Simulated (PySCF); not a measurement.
Molecule: `C[Si](Cl)(Cl)[Si](Cl)(Cl)Cl`, CH3Cl5Si2.

Mapped SMILES: `[CH3:1][Si:2]([Cl:3])([Cl:4])[Si:5]([Cl:6])([Cl:7])[Cl:8]`. Each H is labelled by its parent atom.

Geometry PBE0-D3(BJ)/def2-SVP throughout; GIAO in PySCF 2.14.0 with density-fitted response routines, gas phase, one conformer, non-relativistic; equivalent atoms averaged; basis pcSseg-1.

For orientation, wB97X-D gives these shifts δ (against TMS, HCl at the same level): C1 6.2, Si2 36.7, Si5 33.0, Cl6/Cl7/Cl8 130.2, Cl3/Cl4 59.3, H(C1) 0.82 ppm.

A run gave: C1 8.1, Si2 34.3, Si5 27.4, Cl6/Cl7/Cl8 172.0, Cl3/Cl4 95.0, H(C1) 0.86 ppm (shifts δ (against TMS, HCl at the same level)).

**Question.** Which functional was used in that run?
A. KT2
B. BLYP
C. B3LYP
D. mPW1PW91

**Answer.** A. Cl3/Cl4 tells them apart best: KT2 gives 95.0, mPW1PW91 gives 64.8, B3LYP gives 67.3, BLYP gives 84.2 ppm.
